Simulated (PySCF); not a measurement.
Species: C5H3F4O (doublet state).
Z-matrix (Å and degrees, GFN2-xTB geometry), rows numbered from 1:
```
C 
C   1  1.2959
O   2  1.3240  1  140.00
C   3  1.3205  2  123.29  1   -76.70
F   4  1.3359  3  114.78  2    12.22
C   4  1.3443  3  122.31  2  -166.79
C   6  1.4863  4  125.25  3  -179.31
F   7  1.3336  6  114.79  4    -8.43
F   7  1.3501  6  111.82  4   112.94
F   7  1.3471  6  111.16  4  -129.52
H   1  1.0900  2  123.53  3    -1.27
H   1  1.0760  2  120.81  3  -179.03
H   6  1.0758  4  119.38  3    -0.97
```

The hyperfine couplings belong to this conformer and change with its torsions.

Identity: `C=[C]O/C(F)=C/C(F)(F)F` [radical].

The calculation used PySCF, UKS B3LYP, pcH-1 on C F H O, non-relativistic, mean-field spin-orbit, GIAO. One conformer (not necessarily the lowest) at the GFN2-xTB geometry, without solvent, vibrations or thermal averaging. GFN2-xTB frequencies show an imaginary mode (25i cm⁻¹), so this geometry is no minimum at that level. The geometry wasn't refined by DFT: couplings that depend on bond lengths, twists or pyramidal angles can differ widely from those at the functional's own minimum. The SCF solution wasn't tested for stability.

Problem. Match the computed a_iso(13C) values +430.5, +58.2, +9.2, +4.6, -4.3 MHz with the sites C1; C2; C4; C6; C7.

Solution. 
| site | a_iso (MHz) | ρ(0) (bohr⁻³) | position | distance from C2 (Å) | spin population | largest \|T\| (MHz) |
| --- | --- | --- | --- | --- | --- | --- |
| C1 | +58.2 | +0.0517 | 1 bond from C2 | 1.30 | -0.13 | 20.9 |
| C2 | +430.5 | +0.3830 | largest spin population | 0.00 | +0.90 | 129.1 |
| C4 | +4.6 | +0.0041 | 2 bonds from C2 | 2.33 | -0.03 | 9.0 |
| C6 | +9.2 | +0.0082 | 3 bonds from C2 | 3.55 | +0.10 | 16.4 |
| C7 | -4.3 | -0.0039 | 4 bonds from C2 | 4.84 | 0.00 | 0.5 |

Problem. The isotropic 19F couplings, averaged over equivalent nuclei, are +10.3, -4.6 MHz. Assign them to F5; F8/F9/F10.

Solution. 
| site | a_iso (MHz) | ρ(0) (bohr⁻³) | position | distance from C2 (Å) | bound to | spin population there | largest \|T\| (MHz) |
| --- | --- | --- | --- | --- | --- | --- | --- |
| F5 | -4.6 | -0.0011 | 3 bonds from C2 | 2.62 | C4 | -0.03 | 23.4 |
| F8/F9/F10 | +10.3 | +0.0025 | 5 bonds from C2 | 5.45 | C7 | 0.00 | 10.7 |

Problem. The isotropic 1H couplings are +145.3, +65.1, -6.4 MHz. Assign them to H11; H12; H13.

Solution. 
```
site  a_iso (MHz)  ρ(0) (bohr⁻³)                                         position  distance from C2 (Å)  bound to  spin population there  largest |T| (MHz)
 H11       +145.3        +0.0325  2 bonds from C2, on C1 of spin population -0.13                  2.10        C1                  -0.13                6.5
 H12        +65.1        +0.0146  2 bonds from C2, on C1 of spin population -0.13                  2.07        C1                  -0.13               13.2
 H13         -6.4        -0.0014  4 bonds from C2, on C6 of spin population +0.10                  3.89        C6                  +0.10                3.4
```

ρ(0) is the spin density at the nucleus and T the dipolar tensor; entries for several nuclei are means. The Mulliken spin populations are largest on C2 (+0.90), C1 (-0.13), C6 (+0.10) and H11 (+0.08). C2 is the only atom above +0.15.

Examples of negative spin density at the nucleus (bohr⁻³): C7 (-0.0039), H13 (-0.0014) and F5 (-0.0011).

Means are taken over nuclei equivalent by connectivity, which assumes that they swap fast. The three 19F nuclei of mean +10.3 MHz run from 0.0 to 16.7 MHz in the frozen geometry.
